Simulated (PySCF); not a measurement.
Two-component Hartree-Fock for Cr²³⁺ (chromium, charge +23)

Start: 1s1; 1s1/2 filled at m_j = +1/2. Calculated with PySCF 2.14 in an uncontracted even-tempered set (15 s from 27 bohr⁻², ratio 2.4; 9 p from 35 bohr⁻², ratio 2.4; 3 d from 100 bohr⁻², ratio 2.6; 3 f from 160 bohr⁻², ratio 2.6): generalised Hartree-Fock with the X2C-1e Hamiltonian and a Gaussian nucleus; one run each with spin-orbit coupling (SO) switched off, then screened by Boettger's factors.

```tsv
spinor shell	electrons	ε, spin-free (eV)	ε, screened SO (eV)	weight of nominal j (screened SO)	rms radius, screened SO (bohr)
1s1/2	1	-7897.9	-7897.9	1.000	0.0712
```

```tsv
quantity	spin-free	screened SO
E (hartree)	-290.24129	-290.24129
M_J	1/2	1/2
⟨J²⟩	0.750	0.750
⟨L²⟩	0.000	0.000
⟨S²⟩	0.750	0.750
```

Without spin-orbit coupling the j labels of p, d and f shells carry no meaning; the spin-free column gives the mean over the occupied spinors of each nl shell.
